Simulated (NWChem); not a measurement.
AuH₂OCl; SMILES [Au](<-[OH2])[Cl]

```xyz
5

Au    -0.0095    -0.1477     0.0000
Cl     0.0105     2.0900     0.0000
O     -0.0321    -2.3117     0.0000
H      0.4130    -2.6845     0.7723
H      0.4130    -2.6845    -0.7723
```
Atoms are numbered in this order, from 1.

Program: NWChem. The geometry was optimised at PBE0/def2-SVP. def2 effective core potentials on Au; no spin-orbit coupling. Ions are spin-unrestricted doublets at the neutral geometry; other ion states weren't tried.

Task: Order these by “−ε(HOMO) (eV)”, lowest first: M06-2X/def2-SVP; r2SCAN/def2-SVP; PBE/def2-SVP; B3LYP/def2-SVP.

Result: PBE/def2-SVP (5.63), r2SCAN/def2-SVP (5.92), B3LYP/def2-SVP (6.68), M06-2X/def2-SVP (8.26)
